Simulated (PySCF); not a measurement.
Al(Cl) cation (AlCl), SMILES [Al][Cl] (connectivity only; charge and spin as stated), charge +1, multiplicity 2.

Geometry optimised at PBE-D3(BJ)/def2-TZVPD. The spin state was assumed, not searched.

All values below come from PBE-D3(BJ)/def2-TZVPD in PySCF.

Frequencies are harmonic and unscaled.

```tsv
mode	ν (cm⁻¹)	IR (km/mol)	moving atoms (share of kinetic energy)
1	569	57.6	Al 57 %, Cl 43 %
```
